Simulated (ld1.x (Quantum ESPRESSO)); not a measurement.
Scattering properties, ultrasoft potential for barium

```json
{"Element": "Ba (Z = 56)", "Generator": "ld1.x (Quantum ESPRESSO) 7.5", "Type": "ultrasoft", "Functional": "PBEsol", "Relativity": "scalar-relativistic", "Frozen core": "[Kr] 4d10", "Valence charge": "10", "Reference configuration": "5s2 5p6 5d1 6s1 6p0", "Partial waves": "5s (bound): rcut 2.10, rcutus 2.30 bohr; 6s (bound): rcut 2.10, rcutus 2.30 bohr; 5p (bound): rcut 2.85, rcutus 3.05 bohr; 6p (bound, empty): rcut 2.85, rcutus 3.05 bohr; 5d (bound): rcut 2.85, rcutus 3.40 bohr; 5d channel at 0.4 Ry: rcut 2.85, rcutus 3.40 bohr", "Local potential": "all-electron potential smoothed inside 2.65 bohr (lloc = -2)", "Core correction": "a·sin(br)/r model core inside 2.25 bohr", "Augmentation charge": "built from norm-conserving waves at rcut, not smoothed further"}
```

The phase is arctan(r·u′/u) with u = r·R(r), unwrapped; energies in Ry, scanned from -4 to 5 Ry. A pole is an energy at which the radial function vanishes at the test radius. The pseudo phase is shifted by a multiple of π to meet the all-electron one at the reference energy, and phase errors are pseudo minus all-electron; the curves can meet again beyond the range given. Levels narrower than the energy grid can be missing from the lists of poles.

**Question.** For each channel, where are the poles, and over which energies does the pseudopotential scatter like the atom?

**Answer.**

```csv
channel,radius (bohr),reference energy (Ry),"poles, all-electron","poles, pseudo",unbroken range about the reference energy with phases within 0.05 rad,phase error 1 Ry above the reference energy (rad)
s,3.69,-0.21,"-2.36, 1.46","-2.40, -1.58, 2.41",not even at the reference energy,+0.271
p,3.69,-0.07,"-1.21, 2.31","-1.25, -0.23, 4.87",not even at the reference energy,+1.917
d,3.69,-0.10,"0.40, 3.90","0.36, 3.76",not even at the reference energy,-0.013
```

A Bessel basis up to 400 Ry misses an occupied level by 0.47 Ry, so cutoffs and ghosts were not judged. The potential misses its own reference levels by up to 0.6 eV.

Phases in the p channel:

| E (Ry) | all-electron | pseudo |
| --- | --- | --- |
| -4.00 | 1.426 | 4.569 |
| -3.76 | 1.421 | 4.563 |
| -3.52 | 1.415 | 4.558 |
| -3.28 | 1.408 | 4.551 |
| -3.04 | 1.400 | 4.543 |
| -2.80 | 1.390 | 4.534 |
| -2.56 | 1.378 | 4.522 |
| -2.32 | 1.363 | 4.507 |
| -2.08 | 1.341 | 4.486 |
| -1.84 | 1.306 | 4.450 |
| -1.60 | 1.221 | 4.350 |
| -1.36 | -0.176 | 2.085 |
| -1.12 | -1.663 | 1.460 |
| -0.88 | -1.762 | 1.379 |
| -0.64 | -1.822 | 1.317 |
| -0.40 | -1.885 | 1.151 |
| -0.16 | -1.972 | -1.707 |
| 0.08 | -2.122 | -1.836 |
| 0.32 | -2.441 | -1.916 |
| 0.56 | -3.191 | -2.014 |
| 0.80 | -3.983 | -2.165 |
| 1.04 | -4.328 | -2.434 |
| 1.28 | -4.484 | -2.942 |
| 1.52 | -4.572 | -3.603 |
| 1.76 | -4.629 | -4.041 |
| 2.00 | -4.670 | -4.269 |
| 2.24 | -4.704 | -4.396 |
| 2.48 | -4.732 | -4.476 |
| 2.72 | -4.759 | -4.531 |
| 2.96 | -4.785 | -4.571 |
| 3.20 | -4.814 | -4.601 |
| 3.44 | -4.848 | -4.625 |
| 3.68 | -4.892 | -4.645 |
| 3.92 | -4.955 | -4.662 |
| 4.16 | -5.061 | -4.677 |
| 4.40 | -5.285 | -4.690 |
| 4.64 | -5.923 | -4.702 |
| 4.88 | -6.969 | -4.713 |
